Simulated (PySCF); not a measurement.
C4H8OSi, SMILES C(#CCCO)[SiH3].

Geometry optimised at PBE0-D3(BJ)/def2-SVP. This is a generated structure with no PubChem entry under its InChIKey; it may be hypothetical. Other conformers were not sampled.

Calculation: TDDFT-PBE/def2-SVPD run with PySCF.

Vertical excitations. 

```tsv
state	energy (eV)	λ (nm)	f	main pairs
S1	5.62	221	0.001	HOMO→LUMO+1 77 %, HOMO−1→LUMO 12 %
S2	5.73	217	0.038	HOMO→LUMO 67 %, HOMO−1→LUMO+1 17 %, HOMO→LUMO+1 11 %
S3	5.80	214	0.001	HOMO−1→LUMO 84 %
S4	6.09	204	0.001	HOMO→LUMO+2 93 %
S5	6.13	202	0.044	HOMO−2→LUMO 53 %, HOMO−1→LUMO+1 29 %, HOMO−1→LUMO+2 11 %
S6	6.23	199	0.001	HOMO−1→LUMO+2 65 %, HOMO−2→LUMO+1 17 %, HOMO−2→LUMO 17 %
S7	6.29	197	0.001	HOMO−2→LUMO+1 76 %, HOMO−1→LUMO+2 21 %
S8	6.41	193	0.002	HOMO→LUMO+3 99 %
S9	6.58	188	0.003	HOMO−1→LUMO+3 99 %
S10	6.71	185	0.043	HOMO−2→LUMO+2 96 %
T1	4.81	258	0	HOMO→LUMO 46 %, HOMO−1→LUMO+1 35 %, HOMO−2→LUMO 10 %
T2	5.16	240	0	HOMO−1→LUMO 49 %, HOMO→LUMO+1 42 %
T3	5.16	240	0	HOMO−1→LUMO+1 58 %, HOMO→LUMO 36 %
T4	5.63	220	0	HOMO→LUMO+1 53 %, HOMO−1→LUMO 42 %
```
Triplets are in the Tamm–Dancoff approximation, which puts them higher than full response would, so one can lie above its singlet here.
